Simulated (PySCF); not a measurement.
Work out the structure from these simulated measurements.

Elements present: C, H, N and Si. Monoisotopic mass: 159.0504 u.

* Rotational structure: rotational constants A, B, C: 3.091, 0.539, 0.461 GHz [GFN2-xTB]
* NMR, other nuclei: isotropic shieldings of nuclei other than C and H, by class: -84 (1 N), 388 (1 Si) ppm [GIAO PBE0/pcSseg-1]
* 1H NMR: chemical shifts (computed TMS as zero) by class: 9.10 (1 H), 9.01 (1 H), 8.20 (1 H), 7.99 (1 H), 7.32 (1 H), 6.91 (1 H), 6.40 (1 H), 4.90 (2 H) ppm [GIAO PBE0/pcSseg-1]
* 13C NMR: chemical shifts (computed TMS as zero) by class: 165.9 (1 C), 159.7 (1 C), 158.2 (1 C), 154.7 (1 C), 142.1 (1 C), 133.2 (1 C), 129.5 (1 C), 127.4 (1 C), 126.3 (1 C) ppm [GIAO PBE0/pcSseg-1]
* Dipole: 2.14 D [PBE0/pcSseg-1]

Electronic properties: PySCF, gas phase, density fitting. Levels stand in brackets. Geometry: GFN2-xTB, one conformer, isolated molecule. GFN2-xTB frequencies show an imaginary mode (28i cm⁻¹), so this geometry is no minimum at that level. NMR classes are plain means over equivalent atoms (diastereotopic ones count apart unless rotation or inversion swaps them), as if these changed places fast.

Question: Which formula fits the mass and the elements?

Answer: C9H9NSi (calculated 159.0504). No other formula that holds each of these elements comes within 0.0003 u with a fitting electron parity and a possible valence count.

Question: Propose a structure and show how it fits.

Answer: Numbering: `[CH:1]1=[CH:2][C:3]([c:4]2[cH:5][cH:6][cH:7][cH:8][n:9]2)=[CH:10][SiH2:11]1`. Its formula, C9H9NSi, gives 7 degrees of unsaturation: 2 rings and 5 π bonds in the structure found (Kekulé form). 9 carbons fall into 9 classes; from least to most shielded: fully substituted alkene carbon [C3] (165.9 ppm), alkene CH carbon [C2] (159.7 ppm), substituted aromatic carbon [C4] (158.2 ppm), aromatic CH next to a ring nitrogen [C8] (154.7 ppm), aromatic CH carbon [C6] (142.1 ppm), alkene CH carbon [C1] (133.2 ppm), alkene CH carbon [C10] (129.5 ppm), aromatic CH carbon [C7] (127.4 ppm), aromatic CH carbon [C5] (126.3 ppm). Hydrogen classes from least to most shielded: 1 H on an alkene CH carbon, C2 (9.10 ppm), 1 H on an aromatic CH next to a ring nitrogen, C8 (9.01 ppm), 1 H on an aromatic CH carbon, C5 (8.20 ppm), 1 H on an aromatic CH carbon, C6 (7.99 ppm), 1 H on an aromatic CH carbon, C7 (7.32 ppm), 1 H on an alkene CH carbon, C10 (6.91 ppm), 1 H on an alkene CH carbon, C1 (6.40 ppm), 2 H on an SiH2 silicon, Si11 (4.90 ppm). The other shieldings belong to: -84 ppm, pyridine-type nitrogen [N9]; 388 ppm, SiH2 silicon [Si11]. The optimised geometry has point group Cs and is an asymmetric top. Structure: `C1=CC(c2ccccn2)=C[SiH2]1`. Computed isomers that give other values at the same levels: `C1=C[SiH2]C(c2ccncc2)=C1` (13C chemical shifts (computed TMS as zero) by class: 157.3 (1 C), 156.5 (2 C), 151.5 (1 C), 150.7 (1 C), 150.5 (1 C), 136.8 (1 C), 125.6 (2 C) ppm). The assignments are read from this structure; whether some other isomer fits the data as well wasn't checked.

Conformer computed: `[CH:1]1=[CH:2][C:3]([c:4]2[cH:5][cH:6][cH:7][cH:8][n:9]2)=[CH:10][SiH2:11]1`: C2–C3–C4–C5 180°.
